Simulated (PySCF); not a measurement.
A calculated (PBE, PySCF 2.14, def2-QZVPPD, the non-relativistic Hamiltonian (point nucleus)) atom or ion has these occupied shells.

```
shell  electrons  orbital energy (eV)  rms radius, mean of both spins (bohr)
 1s α          1              -1790.9                                  0.130
 1s β          1              -1790.8                                  0.130
 2s α          1              -148.29                                  0.623
 2s β          1              -148.20                                  0.623
 2p α          3              -105.07                                  0.604
 2p β          3              -104.94                                  0.604
 3s α          1              -19.265                                   2.21
 3s β          1              -18.378                                   2.21
 3p α          1              -12.201                                   2.64
```

Problem. Name the element and its charge.

Solution. Si+ (silicon, charge +1), in [Ne] 3s2 3p1, 2P determinant.
